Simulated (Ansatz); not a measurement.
`[CH3][Sn]([NH2])([OH])[F]`, charge 0, multiplicity 1.

**Question.** Give a relaxed structure at PBE0-D4/def2-TZVP (the Gaussian-basis code of Ansatz). (Best estimate.)

**Answer.** Computed: 
```xyz
11

C    -0.422   -0.339   -1.723
Sn   -0.004   -0.162    0.339
N     0.350    1.697    0.987
O     1.517   -1.220    0.955
F    -1.476   -0.972    1.302
H    -1.158    0.408   -2.016
H    -0.814   -1.336   -1.917
H     0.498   -0.188   -2.288
H    -0.432    2.334    0.914
H     0.703    1.727    1.935
H     1.238   -1.950    1.513
```
This is one stationary point; other conformers may exist.
